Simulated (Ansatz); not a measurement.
Consider the atomization: `OB[Si](F)([SiH3])Cl` → B• + Cl• + F• + 5 H• + O• + 2 Si•.

Computed with Ansatz on PBE0-D4/def2-TZVP structures; ΔE is electronic, products minus reactants. CCSD(T)/CBS adds triple-zeta CCSD(T) − MP2 to the extrapolated MP2 energy (def2 sets, frozen cores). This one scheme is used for every species, atoms too. DFT in def2-TZVPP. No spin–orbit coupling; open shells (•) take unrestricted orbitals. Spin–orbit coupling would lower the free atoms: a little for B, Cl, F, O, Si. Each species was taken in one conformer, which may not be the lowest.

```csv
level,ΔE (kJ/mol),difference from CCSD(T)/CBS
PBE-D4,3909.5,33.5
r2SCAN-D4,3892.3,16.3
PBE0-D4,3849.6,-26.4
ωB97M-V,3882.6,6.6
B2PLYP,3818.6,-57.4
HF/def2-TZVPP,2902.9,-973.1
MP2/def2-TZVPP,3843.5,-32.5
SCS-MP2/def2-TZVPP,3814.7,-61.3
CCSD(T)/def2-TZVPP,3763.0,-113.0
MP2/def2-QZVPP,3911.1,35.1
CCSD(T)/CBS,3876.0,0
```

Largest T1 diagnostic among the species: 0.014.

The D4 term adds +46.2 kJ/mol with B3LYP and +24.6 kJ/mol with PBE0; it sums over pairs of atoms, weighted by their polarisabilities, and B3LYP, whose exchange is more repulsive, gets the larger term. In def2-TZVPP, CCSD(T) changes the Hartree–Fock value by +860.1 kJ/mol (the triples alone add +54.7 kJ/mol) and MP2 by +940.5 kJ/mol; breaking electron pairs costs correlation energy, which Hartree–Fock lacks.

B3LYP here is the variant with VWN-RPA as its local correlation; programs differ in this.

For atomizations the MP2-based limit and the directly extrapolated one differ by several kJ/mol either way, and by 10 to 25 for some Ge, Se and Sn compounds, so smaller differences from it don't rank the levels.
